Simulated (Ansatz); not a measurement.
Species: C3H5Cl (charge 0, singlet). 
Coordinates optimised at B3LYP-D3(BJ)/def2-TZVP (Ansatz, a program for electronic structure):
SMILES: C=CCCl
```xyz
9

C     -2.1642    -0.0739    -0.5893
C     -1.0423    -0.6247    -0.1452
C      0.3064    -0.2573    -0.6484
Cl     1.3317     0.4369     0.6866
H     -2.1537     0.7014    -1.3467
H     -3.1319    -0.3786    -0.2132
H     -1.0721    -1.3903     0.6228
H      0.2594     0.4987    -1.4278
H      0.8592    -1.1222    -1.0096
```

Basis-set convergence of Hartree-Fock and MP2 correlation energies (hartree) with Ansatz. Correlated levels leave the core frozen unless marked. Spin-orbit coupling is left out. No relativistic terms.

| basis | functions | E(HF) | E(corr, MP2) |
|---|---|---|---|
| aug-cc-pV(D+d)Z | 146 | -576.01320 | -0.57495 |
| aug-cc-pV(T+d)Z | 308 | … | … |

Task: Fill in the missing entries.

Result: 
- aug-cc-pV(T+d)Z, E(HF): -576.05546
- aug-cc-pV(T+d)Z, E(corr, MP2): -0.70004
